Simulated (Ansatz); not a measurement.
**CH4BFOSi (SMILES O=CB[SiH2]F): the energy, rung by rung**

CH4BFOSi: 9 atoms, total charge 0, spin state singlet. SMILES: `O=CB[SiH2]F`. The shape was relaxed beforehand at r2SCAN/def2-SVP. This is one conformer, not always the lowest.

Each level gives the adiabatic ionisation energy (to the doublet cation, shapes relaxed at r2SCAN/def2-SVP, no zero-point term) (eV). The values are calculated.

```json
{"level": "HF/def2-SVP", "kind": "Hartree–Fock", "program": "Ansatz", "value (eV)": "8.36", "less CCSD(T)/def2-SVP": "-1.09", "CPU time (all runs)": "5.1 s"}
{"level": "PBE/def2-SVP", "kind": "GGA", "program": "Ansatz", "value (eV)": "9.27", "less CCSD(T)/def2-SVP": "-0.18", "CPU time (all runs)": "6.8 s"}
{"level": "B3LYP/def2-SVP", "kind": "global hybrid", "program": "Ansatz", "value (eV)": "9.43", "less CCSD(T)/def2-SVP": "-0.02", "CPU time (all runs)": "8.9 s"}
{"level": "wB97M-V/def2-SVP", "kind": "range-separated hybrid", "program": "Ansatz", "value (eV)": "9.59", "less CCSD(T)/def2-SVP": "+0.14", "CPU time (all runs)": "35 s"}
{"level": "MP2/def2-SVP", "kind": "perturbation theory", "program": "Ansatz", "value (eV)": "9.96", "less CCSD(T)/def2-SVP": "+0.51", "CPU time (all runs)": "4.1 s"}
{"level": "CCSD(T)/def2-SVP", "kind": "coupled cluster or CI", "program": "Ansatz", "value (eV)": "9.45", "less CCSD(T)/def2-SVP": "0.00", "CPU time (all runs)": "50 s"}
```

Differences are taken from CCSD(T)/def2-SVP for orientation; it has basis-set and higher-order errors of its own. The values span 8.36 to 9.96 eV. In so small a basis fixed costs decide the times, and correlated methods can beat functionals. Times are those of the runs behind each value, whatever else they computed, on shared processors of several kinds: orders of magnitude only.
